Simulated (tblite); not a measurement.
Compound: C6H10PSi (charge -1).
Cartesian coordinates in Å at the GFN2-xTB level; atoms count from 1:
```xyz
18
C6H10PSi angstrom
C     -1.823   -1.029    0.612
C     -1.114   -0.738   -0.712
C     -0.289    0.514   -0.638
C     -0.714    1.725   -1.130
P      0.438    3.020   -0.884
C      1.495    1.892   -0.101
C      0.993    0.593   -0.038
Si     1.904   -0.793    0.768
H     -1.088   -1.166    1.402
H     -2.434   -1.932    0.544
H     -2.466   -0.193    0.883
H     -0.477   -1.591   -0.967
H     -1.867   -0.631   -1.502
H     -1.661    1.881   -1.632
H      2.461    2.183    0.290
H      3.337   -0.492    0.947
H      1.866   -2.071    0.020
H      1.430   -1.165    2.127
```

All values are computed: GFN2-xTB (tblite) harmonic vibrations without scaling, gas phase. Errors from tens to a few hundred cm⁻¹ against measured bands are possible. Modes of hydrogen on silicon can be 10 to 20 % off. One conformer, not necessarily the lowest.

Harmonic wavenumbers (cm⁻¹): 43.3, 100.1, 128.9, 157.6, 180.4, 213.9, 325.6, 327.8, 418.2, 451.7, 524.9, 547.4, 564.0, 608.9, 716.4, 729.7, 749.0, 814.8, 832.8, 842.7, 853.1, 893.9, 928.5, 983.6, 1057.8, 1073.8, 1083.0, 1169.1, 1177.5, 1251.0, 1321.9, 1357.3, 1397.1, 1418.9, 1479.1, 1490.1, 1504.7, 1513.1, 2020.1, 2072.4, 2131.4, 2917.2, 2933.2, 2964.9, 3007.9, 3016.0, 3017.4, 3037.8.

A = 1861, B = 1204, C = 781.1 MHz; mass 141.029 u (most abundant isotopes); point group C1, symmetry number 1.

Task: What is the zero-point energy?

Result: Half the sum of the wavenumbers: 29175 cm⁻¹ = 83.42 kcal/mol.

Task: What is S at 298.15 K and 1 bar for an ideal gas of classical rigid rotors and harmonic oscillators?

Result: Translation 40.77, rotation 29.60, vibration 27.14: S = 97.5 cal/(mol K).

Task: And Cp and H(298.15 K) − H(0)?

Result: Cp = 38.26 cal/(mol K), of which vibrations give 30.31 (their classical limit is 48 R = 95.4); H(298.15 K) − H(0) = 6.76 kcal/mol without the zero-point energy, 4.39 from vibrations.

Task: Which modes carry the vibrational entropy at 298.15 K?

Result: 43.3 cm⁻¹: 5.10; 100.1 cm⁻¹: 3.45; 128.9 cm⁻¹: 2.96; 157.6 cm⁻¹: 2.58; 180.4 cm⁻¹: 2.32; 213.9 cm⁻¹: 2.01 cal/(mol K); the other 42 give 8.71 together.

Task: Blend soft modes into free rotors: weight 1/[1 + (100 cm⁻¹/ν̃)⁴] for the oscillator and the rest for a rotor with moment μB/(μ + B), μ = h/(8π²ν), B = 10⁻⁴⁴ kg m². What vibrational entropy results?

Result: 25.37 cal/(mol K) in place of 27.14, which changes −T·S at 298.15 K by +0.53 kcal/mol.

Task: What must be added to the electronic energy to get the Gibbs energy at 298.15 K and 1 bar?

Result: ZPE + [H(298.15 K) − H(0)] − T·S = 83.42 + 6.76 − 29.07 = 61.11 kcal/mol.

Task: How do the functions run with temperature in this model?

Result: 
```
 T (K)  S (cal/(mol K))  Cp (cal/(mol K))  H − H(0) (kcal/mol)  G − H(0) (kcal/mol)  ln q(vib)
    50             58.8              12.4                 0.48                -2.45       0.44
   100             69.1              17.8                 1.24                -5.66       1.47
373.15            106.9              45.7                 9.92               -29.98       8.12
   500            121.8              56.4                16.42               -44.50      11.31
   750            147.7              71.0                32.48               -78.29      17.43
  1000            169.5              80.2                51.46              -118.01      23.13
```

q(vib) and H(0) count from the zero-point level.

Hindered rotation and anharmonicity are outside this model. Other conformers, if any are populated, would add a mixing term that is left out. The structure is chiral; the term R ln 2 for an equal mix with its mirror image is left out.

Hardware: one thread, x86-64 server, no GPU (shared host). The figure is for the frequency step alone.
